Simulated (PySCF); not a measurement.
A structure optimised at PBE-D3(BJ)/def2-SVP, used in a PySCF frequency run:

```
Ga
C 1 2.0213
H 2 1.1066 1 112.56
H 2 1.1103 3 109.52 1 121.49
H 2 1.1109 3 109.08 4 118.49
As 1 2.5115 2 115.61 3 173.39
H 6 1.5389 1 93.08 2 -158.75
H 6 1.5458 7 91.80 1 -87.43
```
Charge 0, spin multiplicity 2.

Task: Write its SMILES and formula.

Result: [CH3][Ga][AsH2], CH5AsGa

Task: What are its rotational constants (standard atomic weights)?

Result: 11.731, 1.5974, 1.4374 GHz
